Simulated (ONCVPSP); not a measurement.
## Before and after: ONCV potential for copper

copper (Cu), optimised norm-conserving Vanderbilt (ONCV), made with ONCVPSP 4.0.1 (PBEsol, fully relativistic). Core [Ar], reference 3d10 4s1. Waves: 4s: rc 1.85 bohr, ncon 5, nbas 8, qcut 3.2 1/bohr, 2 projectors, debl 2.1 Ha; p scattering state at 0.14 Ha: rc 1.75 bohr, ncon 4, nbas 8, qcut 3.8 1/bohr, 1 projector; 3d: rc 1.25 bohr, ncon 5, nbas 9, qcut 14.9 1/bohr, 3 projectors, debl 0.8 Ha. Local part: polynomial inside 1.10 bohr (lpopt 3, dvloc0 2 Ha). Core correction: Teter function, fcfact 3.75, rcfact 1.35.

Open shells are filled in proportion to 2j + 1.

Change: d: rc 1.46.

Cutoffs: the cutoffs (Ha) at which the residual kinetic energy of the hardest occupied pseudo-wave falls to 1 and 0.1 mHa per electron; they do not see the model core or the augmentation charge, which bear on the density cutoff. Errors are all-electron minus pseudo energies relative to the spin-unpolarised reference configuration.

Task: Predict the effect on cutoff, ghosts and configuration errors.

Result: The potential gets softer (80 Ha and 91 Ha → 73 Ha and 84 Ha); of the 3 tests that both files solve, the error grows in 1 and shrinks in 2 by more than 15 % and 0.3 meV (median size 18.0 → 29.1 meV); neither file shows a bound ghost. A larger radius leaves more room for a smooth pseudo-wave, so fewer plane waves are needed.

```tsv
quantity	base	changed
cutoff, loose	80 Ha	73 Ha
cutoff, tight	91 Ha	84 Ha
loose cutoff by channel	s 5.4 Ha, d 80 Ha	s 5.4 Ha, d 73 Ha
bound ghosts	none	none
GHOST(+) flags under 300 eV	s at 68.5 eV	s at 68.5 eV
tests with a reliable result	3 of 4	3 of 4
error for 3d10 4s0, meV [ΔE 8.11 eV]	-7.6	-5.0
error for 3d9 4s0, meV [ΔE 29.42 eV]	+18	+29
error for 3d9 4s1 4p1, meV [ΔE 6.87 eV]	-70	-58
s: phases at 1.88 bohr within 0.05 rad from the reference energy up to (Ha; the scan ends near 5)	2.5	2.5
p3/2: phases at 1.78 bohr within 0.05 rad from the reference energy up to (Ha; the scan ends near 5)	0.6	0.6
p1/2: phases at 1.78 bohr within 0.05 rad from the reference energy up to (Ha; the scan ends near 5)	0.6	0.6
rms error of d²Exc/dni dnj with the model core, mHa	6.23	5.81
```
